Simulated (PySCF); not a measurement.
# Polarisability and C₆ of Mn (manganese, neutral)

[Ar] 3d5 4s2, high-spin 6S determinant. All numbers are calculated (PySCF 2.14, no relativity, point nucleus, in aug-cc-pVDZ (7s6p4d2f, 59 functions)). Coupled (time-dependent) response in atomic units; α is the mean over directions. A double-zeta set is small for polarisabilities.

| method | mean α (bohr³) | C₆ (like pair) | S(−4) |
| --- | --- | --- | --- |
| UHF | 104.8 | 1044 | 15100 |
| PBE | 76.21 | 727.2 | 3623 |
| PBE0 | 80.14 | 778.1 | 4055 |

S(−4) is the Cauchy moment in α(ω) = α(0) + S(−4) ω² + …

Reference α: 68 ± 9 bohr³ (recommended; Schwerdtfeger and Nagle, table of static dipole polarizabilities (2023 update)). Published C₆: 552.0 (Chu and Dalgarno (2004); Tang, Norbeck and Certain (1976)).

Hartree-Fock lies above the reference because it lacks correlation, which contracts the outer shell.

α(iu) at PBE0:

| u (hartree) | α(iu) (bohr³) |
| --- | --- |
| 0 | 80.14 |
| 0.0500 | 71.55 |
| 0.100 | 55.66 |
| 0.200 | 31.56 |
| 0.300 | 19.46 |
| 0.500 | 9.764 |
| 0.750 | 5.603 |
| 1.00 | 3.804 |
| 1.50 | 2.212 |
| 2.00 | 1.500 |
| 3.00 | 0.8472 |
| 5.00 | 0.3832 |

A single London oscillator, α(iu) = α/(1 + u²/ω²), gives C₆ = (3/4) ω α². Matching the computed C₆ needs ω = 4 × 778.1 / (3 × 80.14²) = 0.162 hartree.
